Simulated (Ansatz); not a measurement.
Program: Ansatz. Geometries: PBE0-D4/def2-TZVP. ΔE: electronic, gas phase. CCSD(T)/CBS adds triple-zeta CCSD(T) − MP2 to the extrapolated MP2 energy (def2 sets, frozen cores). This one scheme is used for every species. For Ga outer-core shells are correlated without core-valence functions, which leaves a few kJ/mol of doubt a bond. Scalar relativity is left out up to krypton. One conformer a species, not always the lowest.

Consider the formal exchange of groups at the Al–C bond: `[OH][Al]([GaH2])[CH2]F` + CH₃NH₂ → `N[CH2][Al]([OH])[GaH2]` + `CF`.

| species | HF/def2-TZVPP energy (Eh) |
| --- | --- |
| `[OH][Al]([GaH2])[CH2]F` | -2380.38094 |
| CH₃NH₂ | -95.25712 |
| `N[CH2][Al]([OH])[GaH2]` | -2336.53041 |
| `CF` | -139.10222 |

(1) Work out ΔE.

(2) What do rigid-rotor, harmonic-oscillator terms from PBE0-D4/def2-TZVP frequencies (298.15 K, 1 bar) make of the CCSD(T)/CBS value? (Best estimate.)

Largest T1 diagnostic among the species: 0.013.

Answers

(1) ΔE = (-2336.53041) + (-139.10222) − (-2380.38094) − (-95.25712) = 0.00543 Eh = +3.4 kcal/mol. CCSD(T)/CBS gives +1.3 kcal/mol.

(2) The calculation gave: ΔZPE = -0.2 kcal/mol, ΔH = +1.3 kcal/mol, ΔS = -5 J/(mol·K), ΔG = +1.6 kcal/mol. Modes under 50 cm⁻¹ make the entropy rough.

Leaving LDA and LC-ωPBE aside and taking each functional with its dispersion term where it has one, the values, not all of them listed here, spread over 1.7 kcal/mol, from PBE-D4 to ωB97X-V. LDA lies −1.1 kcal/mol from PBE without D4. In def2-TZVPP, CCSD(T) changes the Hartree–Fock value by −2.3 kcal/mol (the triples alone add −0.5 kcal/mol) and MP2 by −2.8 kcal/mol.
